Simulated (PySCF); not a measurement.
# Bond curve of SiTe

Set-up: PySCF, spin-free X2C with a Gaussian nucleus, basis sets Si x2c-SVPall, Te x2c-SVPall. Energies in eV from Si + Te in their ground configurations at the same level. State: ¹Σ⁺ (singlet), closed shell.

All columns are PBE0. A positive dipole means Si(−)Te(+).

| R (Å) | E (eV) | μ (D) | Mulliken charge on Si (basis-dependent) | HOMO (eV) | LUMO (eV) | Mayer bond order | ⟨S²⟩ |
| --- | --- | --- | --- | --- | --- | --- | --- |
| 1.958 | -3.033 | 0.52 | 0.01 | -7.06 | -1.83 | 2.53 | 0.00 |
| 2.049 | -3.936 | 0.22 | 0.07 | -7.19 | -2.03 | 2.51 | 0.00 |
| 2.140 | -4.430 | -0.09 | 0.12 | -7.28 | -2.24 | 2.49 | 0.00 |
| 2.209 | -4.603 | -0.32 | 0.15 | -7.33 | -2.38 | 2.48 | 0.00 |
| 2.277 | -4.648 | -0.56 | 0.17 | -7.19 | -2.52 | 2.47 | 0.00 |
| 2.345 | -4.594 | -0.79 | 0.19 | -7.04 | -2.66 | 2.46 | 0.00 |
| 2.436 | -4.410 | -1.09 | 0.21 | -6.86 | -2.83 | 2.45 | 0.00 |
| 2.550 | -4.057 | -1.45 | 0.22 | -6.66 | -3.03 | 2.44 | 0.00 |
| 2.687 | -3.530 | -1.85 | 0.23 | -6.45 | -3.24 | 2.44 | 0.00 |
| 2.869 | -2.759 | -2.33 | 0.23 | -6.22 | -3.49 | 2.43 | 0.00 |

A fit through these points gives, at Re = 2.271 Å, μ = -0.54 D and dμ/dR = -3.41 D/Å; the reduced mass is 23.02 u.

Problem. How strong is the fundamental in the double-harmonic approximation, I = 42.26·(dμ/dR)²/μred km/mol?

Solution. I = 42.26·(-3.41)²/23.02 = 21.3 km/mol at PBE0.

These are scalar-relativistic numbers at best; spin–orbit coupling would shift them, the dissociation energy most.
